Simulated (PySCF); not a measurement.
# Orbital picture of MgAs⁻

MN15 at R = 2.519 Å; basis Mg aug-cc-pVDZ, As aug-cc-pVDZ-PP with ECP10; scalar-relativistic core potentials; PySCF 2.14. State: ³Π (triplet), unpaired electrons σ ↑, π ↑. Only the outer orbitals are listed, counted within each symmetry, core potentials removing the inner ones.

| spin | orbital | occ. | ε (eV) | on Mg (%) | main shells (%) |
| --- | --- | --- | --- | --- | --- |
| α | 7σ | 1 | -11.34 | -1 | 101 As s |
| α | 8σ | 1 | -2.98 | 39 | 60 As p, 36 Mg s |
| α | 4π | 1 | -1.99 | 7 | 92 As p |
| α | 4π | 1 | -1.18 | 10 | 90 As p, 9 Mg p |
| α | 9σ | 1 | -0.49 | 80 | 52 Mg s, 27 Mg p, 17 As p |
| α | 5π | 0 | 2.52 | 110 | 109 Mg p |
| α | 10σ | 0 | 2.55 | 87 | 75 Mg p, 17 As s, 10 Mg s |
| α | 5π | 0 | 2.59 | 108 | 107 Mg p |
| β | 7σ | 1 | -9.94 | 3 | 97 As s |
| β | 8σ | 1 | -2.01 | 69 | 68 Mg s, 31 As p |
| β | 4π | 1 | -0.59 | 14 | 86 As p, 12 Mg p |
| β | 9σ | 0 | 1.92 | 63 | 31 Mg p, 31 Mg s, 30 As p |
| β | 4π | 0 | 2.11 | 44 | 56 As p, 41 Mg p |
| β | 5π | 0 | 3.03 | 106 | 106 Mg p |

Task: Which are the highest filled and the lowest empty level, where do they sit, and how wide is the gap?

Result: Highest filled α 9σ at -0.49 eV (in %: 52 Mg s, 27 Mg p, 17 As p); lowest empty β 9σ at 1.92 eV (in %: 31 Mg p, 31 Mg s, 30 As p); the gap at MN15 is 2.41 eV. An empty level above zero is unbound, and its energy depends on the basis.

```json
{
  "bond order (Mayer)": "1.27",
  "⟨S²⟩": "2.016",
  "charge on Mg (Mulliken, basis-dependent)": "-0.25",
  "charge on Mg (Löwdin, basis-dependent)": "-0.27",
  "dipole moment (positive dipole points towards As; it is taken about the centre of mass and depends on that origin)": "1.92 D"
}
```

Shares are Mulliken populations and can fall outside 0 to 100 %.

Spin–orbit coupling is left out. The state was picked by a PBE0 search and need not be the measured ground state.
